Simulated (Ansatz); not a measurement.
Frontier orbitals of ClFH4O2Si2, SMILES `O[SiH](F)O[SiH2]Cl`.

Total charge 0; spin multiplicity 1. The geometry is a stationary point of PBE0-D4/def2-TZVP. It is one conformer, not always the lowest. Basis def2-TZVPP, the Gaussian-basis code of Ansatz.

| functional | HOMO (eV) | LUMO (eV) | gap (eV) |
| --- | --- | --- | --- |
| PBE | -7.73 | -0.74 | 6.99 |
| r2SCAN | -8.11 | -0.31 | 7.80 |
| PBE0 | -9.17 | 0.14 | 9.31 |
| HSE06 (plane-wave form) | -8.76 | -0.24 | 8.52 |
| BHLYP | -10.49 | 1.03 | 11.52 |
| LC-ωPBE | -11.95 | 2.35 | 14.30 |
| ωB97M-V | -11.42 | 1.88 | 13.30 |

Against PBE, PBE0 changes HOMO and LUMO by −1.43 and +0.88 eV, ωB97M-V by −3.69 and +2.63 eV. A gap of 6.99 eV thus becomes 13.31 eV for the same molecule, so an orbital gap means little without its functional. A positive LUMO is unbound and depends on the basis.

LC-ωPBE has ω = 0.4 bohr⁻¹.
